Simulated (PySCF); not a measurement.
triplet methylene (CH2), triplet, at a GFN2-xTB geometry; B3LYP/aug-cc-pVDZ run with PySCF.

Input for PySCF:
```python
from pyscf import gto, scf, dft

mol = gto.M(
    atom='''
C     0.00386916    0.00066529    0.10150064
H     0.00046091    0.97908788   -0.31139250
H    -0.02367585   -0.98307960   -0.29761136
''',
    basis='aug-cc-pvdz',
    spin=2,
    verbose=4,
)

mf = dft.UKS(mol)
mf.xc = 'b3lyp'
mf.kernel()
mf.analyze()
```

What the program printed (banner, timings and long lists left out):

```
PySCF version 2.14.0

[INPUT] verbose = 4
[INPUT] num. atoms = 3
[INPUT] num. electrons = 8
[INPUT] charge = 0
[INPUT] spin (= nelec alpha-beta = 2S) = 2
[INPUT] symmetry False subgroup None
[INPUT] Mole.unit = angstrom
[INPUT] Symbol           X                Y                Z      unit          X                Y                Z       unit  Magmom
[INPUT]  1 C      0.003869160000   0.000665290000   0.101500640000 AA    0.007311652732   0.001257215893   0.191808411068 Bohr   0.0
[INPUT]  2 H      0.000460910000   0.979087880000  -0.311392500000 AA    0.000870993668   1.850207945081  -0.588446542244 Bohr   0.0
[INPUT]  3 H     -0.023675850000  -0.983079600000  -0.297611360000 AA   -0.044740872266  -1.857751202647  -0.562403961959 Bohr   0.0

nuclear repulsion = 6.24917494958526
number of shells = 18
number of NR pGTOs = 57
number of NR cGTOs = 41
basis = aug-cc-pvdz
ecp = {}

******** <class 'pyscf.dft.uks.UKS'> ********
method = UKS
initial guess = minao
damping factor = 0
level_shift factor = 0
DIIS = <class 'pyscf.scf.diis.CDIIS'>
diis_start_cycle = 1
diis_space = 8
diis_damp = 0
SCF conv_tol = 1e-09
SCF conv_tol_grad = None
SCF max_cycles = 50
direct_scf = True
direct_scf_tol = 1e-13
number electrons alpha = 5  beta = 3
XC library pyscf.dft.libxc version 7.1.2
    S. Lehtola, C. Steigemann, M. J. T. Oliveira, and M. A. L. Marques,  SoftwareX 7, 1–5 (2018)
XC functionals = b3lyp
    P. J. Stephens, F. J. Devlin, C. F. Chabalowski, and M. J. Frisch,  J. Phys. Chem. 98, 11623 (1994)
radial grids:
    Treutler-Ahlrichs [JCP 102, 346 (1995); DOI:10.1063/1.469408] (M4) radial grids

becke partition: Becke, JCP 88, 2547 (1988); DOI:10.1063/1.454033
pruning grids: <function nwchem_prune>
grids dens level: 3
symmetrized grids: False
atomic radii adjust function: <function treutler_atomic_radii_adjust>
small_rho_cutoff = 0
Set gradient conv threshold to 3.16228e-05
tot grids = 33736
init E= -39.028790954916

cycle= 1 E= -39.1512806937119  delta_E= -0.122  |g|= 0.065  |ddm|=  1.6
cycle= 2 E= -39.1563854461831  delta_E= -0.0051  |g|= 0.0155  |ddm|= 0.162
cycle= 3 E= -39.1567195906394  delta_E= -0.000334  |g|= 0.00524  |ddm|= 0.0341
cycle= 4 E= -39.1567392232771  delta_E= -1.96e-05  |g|= 0.00236  |ddm|= 0.00763
cycle= 5 E= -39.1567433623326  delta_E= -4.14e-06  |g|= 0.000535  |ddm|= 0.00323
cycle= 6 E= -39.1567435799902  delta_E= -2.18e-07  |g|= 7.91e-05  |ddm|= 0.000781
cycle= 7 E= -39.1567435864952  delta_E= -6.5e-09  |g|= 9.93e-06  |ddm|= 0.000154
cycle= 8 E= -39.1567435866548  delta_E= -1.6e-10  |g|= 2.3e-06  |ddm|= 2.46e-05
Extra cycle  E= -39.1567435866614  delta_E= -6.62e-12  |g|= 8.82e-07  |ddm|= 5.13e-06
converged SCF energy = -39.1567435866614  <S^2> = 2.0052104  2S+1 = 3.0034716
**** SCF Summaries ****
Total Energy =                         -39.156743586661435
Nuclear Repulsion Energy =               6.249174949585257
One-electron Energy =                  -64.085879844282019
Two-electron Energy =                   18.679961308035324
Two-electron Coulomb Energy =           24.774491517977662
DFT Exchange-Correlation Energy =       -6.094530209942336
**** MO energy ****
                             alpha | beta                alpha | beta
MO #1   energy= -10.2309343365252  | -10.2026949984285  occ= 1 | 1
MO #2   energy= -0.689102889464503 | -0.613358242768595 occ= 1 | 1
MO #3   energy= -0.466140408185495 | -0.444725381376518 occ= 1 | 1
MO #4   energy= -0.284098941963607 | -0.0963141014179532 occ= 1 | 0
MO #5   energy= -0.249964143743479 | -0.0729902307159453 occ= 1 | 0
MO #6   energy= -0.00425363985655114 | 0.000389746935010926 occ= 0 | 0
MO #7   energy= 0.0251669819812497 | 0.0253597526762639 occ= 0 | 0
MO #8   energy= 0.0623346252775282 | 0.0818881503726621 occ= 0 | 0
MO #9   energy= 0.0646505705675161 | 0.0894732250126671 occ= 0 | 0
MO #10  energy= 0.111822192043594  | 0.113189803208274  occ= 0 | 0
MO #11  energy= 0.115096201689724  | 0.125056057108627  occ= 0 | 0
MO #12  energy= 0.127517411458557  | 0.141864028322664  occ= 0 | 0
MO #13  energy= 0.183453745069906  | 0.197550716050494  occ= 0 | 0

To work with the spin densities directly, `use mulliken_meta_spin()` only printing them here.

 ** Mulliken spin pop alpha/beta on meta-lowdin orthogonal AOs **
 ** Mulliken Spin Density (per AO)  **
spin_pop of  0 C 1s       -0.00002
spin_pop of  0 C 2s        0.16872
spin_pop of  0 C 3s        0.00240
spin_pop of  0 C 4s        0.00003
spin_pop of  0 C 2px       0.98587
spin_pop of  0 C 2py       0.02970
spin_pop of  0 C 2pz       0.85506
spin_pop of  0 C 3px       0.00715
spin_pop of  0 C 3py       0.00006
spin_pop of  0 C 3pz       0.00262
spin_pop of  0 C 4px       0.00160
spin_pop of  0 C 4py       0.00006
spin_pop of  0 C 4pz       0.00077
spin_pop of  0 C 3dxy     -0.00000
spin_pop of  0 C 3dyz     -0.00010
spin_pop of  0 C 3dz^2    -0.00005
spin_pop of  0 C 3dxz      0.00010
spin_pop of  0 C 3dx2-y2   -0.00062
spin_pop of  0 C 4dxy     -0.00000
spin_pop of  0 C 4dyz     -0.00009
spin_pop of  0 C 4dz^2    -0.00001
spin_pop of  0 C 4dxz      0.00002
spin_pop of  0 C 4dx2-y2   -0.00016
spin_pop of  1 H 1s       -0.03066
spin_pop of  1 H 2s        0.00060
spin_pop of  1 H 3s        0.00027
spin_pop of  1 H 2px       0.00189
spin_pop of  1 H 2py       0.00017
spin_pop of  1 H 2pz       0.00045
spin_pop of  1 H 3px       0.00057
spin_pop of  1 H 3py      -0.00002
spin_pop of  1 H 3pz       0.00017
spin_pop of  2 H 1s       -0.03066
spin_pop of  2 H 2s        0.00060
spin_pop of  2 H 3s        0.00027
spin_pop of  2 H 2px       0.00189
spin_pop of  2 H 2py       0.00016
spin_pop of  2 H 2pz       0.00046
spin_pop of  2 H 3px       0.00057
spin_pop of  2 H 3py      -0.00001
spin_pop of  2 H 3pz       0.00017
 ** Mulliken Spin Density (per atom)  **
spin density of  0 C =      2.05313
spin density of  1 H =     -0.02656
spin density of  2 H =     -0.02656
 ** Mulliken pop alpha/beta on meta-lowdin orthogonal AOs **
 ** Mulliken pop       alpha | beta **
In total             5.00000 | 3.00000
 ** Mulliken atomic charges   ( Nelec_alpha | Nelec_beta ) **
charge of  0C =     -0.27883  (     4.16598      2.11285 )
charge of  1H =      0.13941  (     0.41701      0.44357 )
charge of  2H =      0.13941  (     0.41701      0.44357 )
Dipole moment(X, Y, Z, Debye): -0.02288, -0.00393, -0.60028
```
